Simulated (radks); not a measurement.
Values are calculated unless marked as measured or tabulated.
The oxygen ion O+ inside a hard spherical wall (all orbitals vanish at R), configuration held at [He] 2s2 2p3 and not refilled when levels cross. Level of theory: non-relativistic Kohn-Sham, LDA (Slater exchange, Perdew-Wang correlation), spin-polarised, spherical densities, point nucleus; open shells are filled with parallel spins first (a radial shooting solver on a logarithmic mesh with Libxc functionals). Eigenvalues in eV for spin up, with the zero of energy where the potential of the charges vanishes at infinity; a dash marks a level that is unbound or too diffuse for the functional's potential to be trusted. A positive occupied level is held by the wall or, in an anion where self-interaction has pushed it up, behind a barrier. The pressure on the wall is -dE/dV.

R (bohr)  E (hartree)  kinetic (hartree)    e(1s)    e(2s)    e(2p)  e(3s, empty)  e(3p, empty)  pressure (GPa)
free        -74.01407             73.712  -529.28  -41.154  -26.438        -6.051        -3.803               0
20          -74.01407             73.712  -529.28  -41.154  -26.438        -6.051        -3.803        < 0.0001
7           -74.01407             73.712  -529.28  -41.154  -26.438        -5.600        -2.780        0.000369
6           -74.01403             73.713  -529.28  -41.151  -26.435        -4.910        -1.710         0.00686
5           -74.01353             73.719  -529.24  -41.125  -26.405        -3.088         0.696           0.132
4           -74.00696             73.777  -528.87  -40.899  -26.142         2.172         6.720            2.66
3.5         -73.98863             73.912  -528.12  -40.433  -25.596         8.268        13.084            12.4
3           -73.92346             74.309  -526.12  -39.164  -24.128        19.991        24.551            59.9
2           -72.83495             78.702  -509.04  -25.870  -10.038        98.863        94.051            1810
